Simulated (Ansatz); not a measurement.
Saddle search on CH$_{8}$OSn, singlet by partitioned rational-function steps on PBE0-D4/def2-TZVP gradients (Ansatz 0.2.0), from this start:

Sn1  (-0.248, 1.535, 0.459)
O2  (0.303, -0.499, -0.054)
C3  (-0.142, -1.621, -0.768)
H4  (-1.611, 1.345, -0.590)
H5  (0.739, 2.781, -0.181)
H6  (-0.844, 1.808, 2.044)
H7  (1.162, -0.198, 0.717)
H8  (1.462, 0.623, 1.285)
H9  (-0.381, -2.459, -0.091)
H10  (-1.057, -1.361, -1.327)
H11  (0.618, -1.954, -1.495)
(Å)

```tsv
step	energy less the last (meV)	largest force (eV/Å)	curvature followed (eV/Å²)
1	47.0	0.402	-10.93
2	37.6	0.031	-10.61
3	36.1	0.034	-10.67
4	30.6	0.189	-10.66
5	32.2	0.565	-10.66
6	27.9	0.426	-10.66
7	12.8	0.286	-10.67
8	10.9	0.255	-10.65
9	5.9	0.166	-10.65
10	3.9	0.132	-10.65
11	2.3	0.063	-10.64
12	2.3	0.201	-10.64
13	2.4	0.219	-10.68
14	0.4	0.077	-10.72
15	0.3	0.055	-10.71
16	0.2	0.061	-10.76
17	0.2	0.057	-10.76
18	0.2	0.067	-10.77
19	0.2	0.078	-10.75
20	0.1	0.046	-10.75
21	0.0	0.028	-10.75
22	0.0	0.027	-10.74
23	0.0	0.021	-10.78
24	0.0	0.002	-10.78
```

The search ended at:

```
11
angstrom
Sn -0.2394 1.4620 0.4132
O 0.5616 -0.3354 -0.4902
C -0.1617 -1.5315 -0.6964
H -1.5033 1.3814 -0.7553
H 0.6783 2.8676 0.1341
H -0.9618 1.3294 1.9530
H 1.2298 -0.1465 0.4750
H 1.4623 0.5238 1.2479
H -0.4439 -1.9996 0.2540
H -1.0704 -1.3182 -1.2652
H 0.4486 -2.2329 -1.2701
```
